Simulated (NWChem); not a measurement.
System: C2H3FN2Si; SMILES F[Si@@H]1C=NC=N1

```xyz
9

F      0.0869     2.0120    -0.5606
Si     0.0010     0.7445     0.4272
C      1.2888    -0.6195     0.0640
N      0.6603    -1.7003    -0.2426
C     -0.7940    -1.4621    -0.2295
N     -1.3343    -0.3400     0.0440
H     -0.0491     1.2413     1.8204
H      2.3776    -0.6474     0.1043
H     -1.3755    -2.3526    -0.4762
```
Atoms are numbered in this order, from 1.

All runs: NWChem. Structure relaxed at the B3LYP/6-31G* (spherical d) level. B3LYP is NWChem's, with the RPA form of VWN correlation.

**Question.** Estimate the computed values for B3LYP/def2-TZVP. Quantities: highest occupied level (eV); orbital gap (eV); dipole (D).

**Answer.** 
```yaml
highest occupied level (eV): -7.55
orbital gap (eV): 4.51
dipole (D): 1.74
```
